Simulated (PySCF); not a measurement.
Bond stretch in SMILES SS (H2S2). The S1–S3 bond (S1 also carries H; S3 carries H) is pulled apart rigidly from the PBE0/def2-TZVP optimised geometry.

Level of theory: CCSD(T) on UHF/cc-pVDZ, 10 core orbitals frozen (PySCF).

### Question
Relative to R = 2.13 Å, what are the energies at R = 1.65, 1.83, 2.23, 3.38 Å?

### Answer
84.1 kcal/mol at 1.65 Å, 22.0 kcal/mol at 1.83 Å, 2.2 kcal/mol at 2.23 Å, 50.1 kcal/mol at 3.38 Å.

The unrestricted determinant behind UCCSD(T) is spin-contaminated at 2.40 to 7.24 Å (<S²> up to 1.0, against 0.00 for a pure singlet).
